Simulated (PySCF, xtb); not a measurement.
Bi(F)2(OMe) (CH3BiF2O), SMILES C[O][Bi]([F])[F]. One conformer was computed; it need not be the lowest.

Harmonic wavenumbers (cm⁻¹) from xtb with GFN2-xTB at its own minimum, in rising order: 93, 120, 129, 152, 193, 273, 409, 411, 435, 1048, 1137, 1144, 1406, 1467, 1482, 2955, 2965, 2989.

Task: What does B3LYP-D3(BJ)/def2-SVP (PySCF) give at its own minimum? (An estimate is asked for; the answer gives what the named calculation found.)

Result: 40, 81, 125, 177, 194, 271, 522, 571, 582, 1075, 1167, 1174, 1455, 1458, 1485, 2995, 3073, 3094. Paired by order, the mean absolute difference is 53 cm⁻¹ and the zero-point energies are 26.9 and 27.9 kcal/mol.
